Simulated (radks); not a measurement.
Charge is removed step by step from the 5p down level of neutral ytterbium, starting from [Kr] 4d10 4f14 5s2 5p(up 3, down 3) 6s2. Method: non-relativistic Kohn-Sham, PBE, spin-polarised, spherical densities, point nucleus; relativity is left out, which matters for an element this heavy; computed with a radial shooting solver on a logarithmic mesh with Libxc functionals.

removed (e)	E - E(0) (eV)	eigenvalue (eV)	E minus straight line (eV)
0	0.000	-26.129	0.000
0.125	3.346	-27.411	-0.590
0.25	6.854	-28.723	-1.018
0.375	10.528	-30.062	-1.280
0.5	14.370	-31.427	-1.374
0.625	18.385	-32.814	-1.295
0.75	22.575	-34.222	-1.041
0.875	26.942	-35.651	-0.611
1	31.488	-37.097	0.000

Removing the whole electron costs 31.488 eV by Delta-SCF, against 26.129 eV from minus the eigenvalue at the starting occupation. Slater's transition state (half an electron removed) gives 31.427 eV. Integrating minus the eigenvalue over the occupation (Janak's theorem) gives 31.488 eV. The mean slope of the eigenvalue, de/dn, is 11.0 eV per electron.
